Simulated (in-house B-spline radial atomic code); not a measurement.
Ionisation energies along the 16-electron series, configuration [Ne] 3s2 3p4, as differences of self-consistent energies. Dirac energy differences include first-order Breit, QED and recoil terms. NIST's values go from ground level to ground level; the uncertainty of those that are theory runs from under 0.1 % in few-electron ions to several per cent in heavy many-electron ones. Computed with an all-electron radial atomic-structure program (B-spline basis): Dirac-Hartree-Fock, average of the configuration, finite nuclei.

| ion | configuration after | ionisation energy (eV) | IE/(q+1)² (eV) | Breit and QED recoil part (eV) | tabulated value (eV) | computed minus tabulated (eV) |
| --- | --- | --- | --- | --- | --- | --- |
| S | [Ne] 3s2 3p3 | 10.7 | 10.678 | -0.00077666 | 10.36001 | 0.3 |
| Cl+ | [Ne] 3s2 3p3 | 24.3 | 6.0758 | -0.0031333 | 23.81364 | 0.5 |
| Ar2+ | [Ne] 3s2 3p3 | 41.4 | 4.5966 | -0.0067046 | 40.735 | 0.6 |
| K3+ | [Ne] 3s2 3p3 | 61.7 | 3.8584 | -0.011666 | 60.917 | 0.8 |
| Ca4+ | [Ne] 3s2 3p3 | 85.3 | 3.4128 | -0.018134 | 84.34 | 1.0 |
| Sc5+ | [Ne] 3s2 3p3 | 112.1 | 3.1133 | -0.026222 | 110.68 | 1.4 |
| Ti6+ | [Ne] 3s2 3p3 | 142.0 | 2.8976 | -0.036149 | 140.68 | 1.3 |
| V7+ | [Ne] 3s2 3p3 | 175.0 | 2.7346 | -0.048057 | 173.55 | 1.5 |
| Cr8+ | [Ne] 3s2 3p3 | 211.2 | 2.6069 | -0.06214 | 209.5 | 1.7 |
| Mn9+ | [Ne] 3s2 3p3 | 250.4 | 2.504 | -0.078502 | 248.6 | 1.8 |
| Fe10+ | [Ne] 3s2 3p3 | 292.7 | 2.4194 | -0.097378 | 290.9 | 1.8 |
| Co11+ | [Ne] 3s2 3p3 | 338.2 | 2.3485 | -0.11886 | 336.1 | 2.1 |
| Ni12+ | [Ne] 3s2 3p3 | 386.7 | 2.2883 | -0.14324 | 384.5 | 2.2 |
| Cu13+ | [Ne] 3s2 3p3 | 438.4 | 2.2365 | -0.17047 | 436 | 2.4 |
| Zn14+ | [Ne] 3s2 3p3 | 493.1 | 2.1915 | -0.20095 | 490.6 | 2.5 |
| Ga15+ | [Ne] 3s2 3p3 | 550.9 | 2.152 | -0.23465 | 548.3 | 2.6 |
| Ge16+ | [Ne] 3s2 3p3 | 611.8 | 2.1171 | -0.27186 | 609.1 | 2.7 |
| As17+ | [Ne] 3s2 3p3 | 675.9 | 2.086 | -0.31285 | 672.9 | 3.0 |
| Se18+ | [Ne] 3s2 3p3 | 743.0 | 2.0582 | -0.3576 | 739.8 | 3.2 |

Where a p, d or f electron is removed, the computed value is a mean over both j, so it misses the tabulated one by a part of the spin-orbit splitting; averaging over terms and missing correlation add to the gap, relatively most at low charge.
